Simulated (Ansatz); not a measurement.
Program: Ansatz. Geometries: PBE0-D4/def2-TZVP. ΔE: electronic, gas phase. CCSD(T)/CBS is the MP2 limit (def2-TZVPP, def2-QZVPP) plus CCSD(T) − MP2 in def2-TZVPP, frozen cores. This one scheme is used for every species. DFT in def2-TZVPP. B3LYP here is the variant with VWN-RPA as its local correlation; programs differ in this. Elements past krypton have def2 core potentials. For Sn outer-core shells are correlated without core-valence functions, which leaves a few kJ/mol of doubt a bond.

Consider the formal exchange of groups at the Sn–Al bond: `[CH3][SnH]([CH3])[AlH2]` + acetylene → `C#[C][SnH]([CH3])[CH3]` + `[AlH3]`.

`[CH3][SnH]([CH3])[AlH2]`:

```xyz
13

C    -1.387   -1.477    0.054
Sn    0.211   -0.135   -0.479
C    -0.613    1.856   -0.518
Al    2.363   -0.357    1.078
H    -1.039   -2.510    0.041
H    -1.756   -1.244    1.054
H    -2.207   -1.371   -0.658
H     0.647   -0.513   -2.105
H    -1.443    1.891   -1.224
H     0.144    2.577   -0.825
H    -0.981    2.130    0.472
H     3.438    0.814    1.157
H     2.623   -1.661    1.952
```

`C#C`:

```xyz
4

C     0.512    0.132   -0.281
C    -0.512   -0.132    0.281
H     1.422    0.366   -0.781
H    -1.422   -0.366    0.781
```

`C#[C][SnH]([CH3])[CH3]`:

```xyz
13

C     0.767    0.593   -2.927
C     0.276    0.248   -1.879
Sn   -0.546   -0.334   -0.042
C     0.895   -1.567    0.939
C    -0.961    1.444    1.063
H     1.197    0.896   -3.854
H    -1.979   -1.203   -0.385
H     1.120   -2.437    0.322
H     0.511   -1.904    1.903
H     1.812   -1.000    1.099
H    -1.399    1.195    2.030
H    -0.036    1.999    1.224
H    -1.658    2.072    0.508
```

`[AlH3]`:

```xyz
4

Al    0.000    0.000    0.000
H    -1.550   -0.331   -0.036
H     0.792    0.235   -1.354
H     0.759    0.095    1.389
```

CCSD(T)/CBS gives +12.9 kJ/mol.

**Question.** Another level gave +12.0 kJ/mol. Which?
A. PBE/def2-TZVPP
B. B3LYP/def2-TZVPP
C. CCSD(T)/def2-TZVPP
D. B2PLYP/def2-TZVPP

**Answer.** D. B2PLYP 12.0, CCSD(T)/def2-TZVPP 7.5, B3LYP 18.2, PBE 27.5 kJ/mol.

Largest T1 diagnostic among the species: 0.013.

From PBE to PBE0 (25 % exact exchange), in def2-TZVPP and without D4, ΔE moves by −3.4 kJ/mol.
